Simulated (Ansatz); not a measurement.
Input for Ansatz (a program for electronic structure): U-revPBE/def2-TZVPP on N (SMILES [N]).

Ansatz 0.2 input:
```yaml
crystal:
  periodic: [false, false, false]
  atoms:
    - {symbol: N, position_ang: [0.00000000, 0.00000000, 0.00000000]}
basis:
  gaussian:
    orbitals: def2-TZVPP
hamiltonian:
  xc: {name: revPBE}
magnetization: {spin_polarized: true, initial_magnetization: 3}
```

It printed:

```
WARN ansatz: RAYON_NUM_THREADS=1 ignored (pool sized by the plan → 1); use --threads N
Functional definition: revPBE
integrals: 0.00 GiB planned
155 factors; their error is unknown
mean field: 0.06 GiB planned
mean field evaluation 1: about -1485.0852 eV, gradient 8.7e0 eV
mean field evaluation 2: about -1485.1498 eV, gradient 7.6e0 eV
mean field evaluation 4: about -1485.4077 eV, gradient 1.0e-3 eV
mean field evaluation 8: about -1485.4074 eV, gradient 7.1e-6 eV
mean field -1485.40743922 eV, -54.5877165461 hartree, gradient 1.2e-5 eV, S^2 3.752619; 0 other end points of the search recorded, 0 dependent functions left out
reference -1485.40746664 eV, -54.5877175539 hartree; 5, 2 occupied and 26, 29 virtual orbitals, 155 factors
Total energy: -1485.40746664 eV, -54.5877175539 hartree
```

The calculation finished and met its thresholds.

Cost: around 0.3 core-seconds (rough).
